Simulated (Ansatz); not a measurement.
A first, cheap relaxation of `FC[S][AlH2]`.

```yaml
crystal:
  periodic: [false, false, false]
  atoms:
    - {symbol: F, position_ang: [0.558100, 0.512300, 1.702400]}
    - {symbol: C, position_ang: [0.241400, 1.225800, 0.510300]}
    - {symbol: S, position_ang: [-1.318000, 0.591800, -0.253800]}
    - {symbol: Al, position_ang: [-0.377000, -1.460300, -0.737700]}
    - {symbol: H, position_ang: [1.101500, 1.107900, -0.206100]}
    - {symbol: H, position_ang: [0.111200, 2.322700, 0.733200]}
    - {symbol: H, position_ang: [0.294500, -1.722700, -2.133300]}
    - {symbol: H, position_ang: [-0.519600, -2.634500, 0.329200]}
basis:
  gaussian: {orbitals: def2-SVP}
hamiltonian: {xc: pbe, dispersion: d4}
relax: {f_tol: 0.03, max_steps: 200}
```

```sh
$ ansatz run in.yaml --threads 2 --pin off --events-out ev --progress --plain --max-ram 4352MiB
```

Shortened log:

```
Functional definition: PBE
mean field -21230.23362096 eV, -780.1966952012 hartree, gradient 2.3e-5 eV, S^2 0.000000; 0 other end points of the search recorded, 0 dependent functions left out
relax step   1: F+E_penalty+E_count = -21230.38926396 eV  Δ(F+E_penalty+E_count) = +0.000e0 eV  max|allowed force component| = 9.745e-1 eV/Å  Δτ_max = 0.0000 Å  (26 SCF iters, accepted)
mean field -21230.31692941 eV, -780.1997567302 hartree, gradient 2.2e-5 eV, S^2 0.000000; 0 other end points of the search recorded, 0 dependent functions left out
relax step   2: F+E_penalty+E_count = -21230.47334058 eV  Δ(F+E_penalty+E_count) = -8.408e-2 eV  max|allowed force component| = 5.257e-1 eV/Å  Δτ_max = 0.1140 Å  (27 SCF iters, accepted)
mean field -21230.36147323 eV, -780.2013936852 hartree, gradient 1.7e-5 eV, S^2 0.000000; 0 other end points of the search recorded, 0 dependent functions left out
relax step   3: F+E_penalty+E_count = -21230.51882022 eV  Δ(F+E_penalty+E_count) = -4.548e-2 eV  max|allowed force component| = 2.362e-1 eV/Å  Δτ_max = 0.1475 Å  (26 SCF iters, accepted)
mean field -21230.42022172 eV, -780.2035526524 hartree, gradient 6.7e-6 eV, S^2 0.000000; 0 other end points of the search recorded, 0 dependent functions left out
relax step   4: F+E_penalty+E_count = -21230.57866522 eV  Δ(F+E_penalty+E_count) = -5.984e-2 eV  max|allowed force component| = 2.675e-1 eV/Å  Δτ_max = 0.1962 Å  (27 SCF iters, accepted)
mean field -21230.49302625 eV, -780.2062281695 hartree, gradient 2.4e-5 eV, S^2 0.000000; 0 other end points of the search recorded, 0 dependent functions left out
relax step   5: F+E_penalty+E_count = -21230.65259009 eV  Δ(F+E_penalty+E_count) = -7.392e-2 eV  max|allowed force component| = 2.810e-1 eV/Å  Δτ_max = 0.1951 Å  (27 SCF iters, accepted)
mean field -21230.56940933 eV, -780.2090351961 hartree, gradient 1.4e-5 eV, S^2 0.000000; 0 other end points of the search recorded, 0 dependent functions left out
relax step   6: F+E_penalty+E_count = -21230.73060292 eV  Δ(F+E_penalty+E_count) = -7.801e-2 eV  max|allowed force component| = 2.203e-1 eV/Å  Δτ_max = 0.1909 Å  (28 SCF iters, accepted)
mean field -21230.64552551 eV, -780.2118324142 hartree, gradient 1.6e-5 eV, S^2 0.000000; 0 other end points of the search recorded, 0 dependent functions left out
relax step   7: F+E_penalty+E_count = -21230.80915181 eV  Δ(F+E_penalty+E_count) = -7.855e-2 eV  max|allowed force component| = 4.792e-1 eV/Å  Δτ_max = 0.1950 Å  (33 SCF iters, accepted)
mean field -21230.67711209 eV, -780.2129931995 hartree, gradient 1.7e-5 eV, S^2 0.000000; 0 other end points of the search recorded, 0 dependent functions left out
relax step   8: F+E_penalty+E_count = -21230.84235176 eV  Δ(F+E_penalty+E_count) = -3.320e-2 eV  max|allowed force component| = 5.618e-1 eV/Å  Δτ_max = 0.1955 Å  (34 SCF iters, accepted)
mean field -21230.72350775 eV, -780.2146982087 hartree, gradient 1.4e-5 eV, S^2 0.000000; 0 other end points of the search recorded, 0 dependent functions left out
relax step   9: F+E_penalty+E_count = -21230.88897936 eV  Δ(F+E_penalty+E_count) = -4.663e-2 eV  max|allowed force component| = 6.797e-1 eV/Å  Δτ_max = 0.1457 Å  (27 SCF iters, accepted)
mean field -21230.75525836 eV, -780.2158650221 hartree, gradient 8.6e-6 eV, S^2 0.000000; 0 other end points of the search recorded, 0 dependent functions left out
relax step  10: F+E_penalty+E_count = -21230.92008325 eV  Δ(F+E_penalty+E_count) = -3.110e-2 eV  max|allowed force component| = 2.710e-1 eV/Å  Δτ_max = 0.1118 Å  (29 SCF iters, accepted)
mean field -21230.76506042 eV, -780.2162252411 hartree, gradient 2.1e-5 eV, S^2 0.000000; 0 other end points of the search recorded, 0 dependent functions left out
relax step  11: F+E_penalty+E_count = -21230.93008276 eV  Δ(F+E_penalty+E_count) = -1.000e-2 eV  max|allowed force component| = 1.502e-1 eV/Å  Δτ_max = 0.0882 Å  (27 SCF iters, accepted)
mean field -21230.76813177 eV, -780.2163381109 hartree, gradient 2.1e-5 eV, S^2 0.000000; 0 other end points of the search recorded, 0 dependent functions left out
relax step  12: F+E_penalty+E_count = -21230.93304023 eV  Δ(F+E_penalty+E_count) = -2.957e-3 eV  max|allowed force component| = 5.413e-2 eV/Å  Δτ_max = 0.0208 Å  (29 SCF iters, accepted)
mean field -21230.76850884 eV, -780.2163519680 hartree, gradient 2.1e-5 eV, S^2 0.000000; 0 other end points of the search recorded, 0 dependent functions left out
relax step  13: F+E_penalty+E_count = -21230.93325524 eV  Δ(F+E_penalty+E_count) = -2.150e-4 eV  max|allowed force component| = 1.031e-1 eV/Å  Δτ_max = 0.0380 Å  (27 SCF iters, accepted)
mean field -21230.76894910 eV, -780.2163681473 hartree, gradient 2.2e-5 eV, S^2 0.000000; 0 other end points of the search recorded, 0 dependent functions left out
relax step  14: F+E_penalty+E_count = -21230.93367902 eV  Δ(F+E_penalty+E_count) = -4.238e-4 eV  max|allowed force component| = 2.341e-2 eV/Å  Δτ_max = 0.0137 Å  (29 SCF iters, accepted)
mean field -21230.76894910 eV, -780.2163681473 hartree, gradient 2.1e-5 eV, S^2 0.000000; 1 other end points of the search recorded, 0 dependent functions left out
Total energy: -21230.93371781 eV, -780.2224232856 hartree
Atom 0 at     0.819750    -0.058072     0.773446 Å, force     0.015750     0.023409     0.007820 eV/Å
Atom 1 at     0.146703     1.201428     0.291258 Å, force    -0.020438     0.001889    -0.001381 eV/Å
Atom 2 at    -1.400570     0.695410    -0.457487 Å, force    -0.008154    -0.021935    -0.011111 eV/Å
Atom 3 at    -0.261193    -1.305158    -0.391294 Å, force    -0.017657     0.012649    -0.010855 eV/Å
Atom 4 at     0.894662     1.631042    -0.403872 Å, force     0.018936    -0.006282    -0.000135 eV/Å
Atom 5 at     0.028004     1.822931     1.199319 Å, force     0.011210    -0.003706     0.013678 eV/Å
Atom 6 at     0.770207    -1.592970    -1.577295 Å, force    -0.006306    -0.005772     0.007721 eV/Å
Atom 7 at    -0.905463    -2.451610     0.510126 Å, force     0.006660    -0.000251    -0.005737 eV/Å
Dipole moment:     0.259801     0.354808     0.154990 e Å
```

Hardware: 2 threads of an AMD EPYC 9R45 on a shared host. Wall time 8.5 s, peak host memory 0.16 GiB.
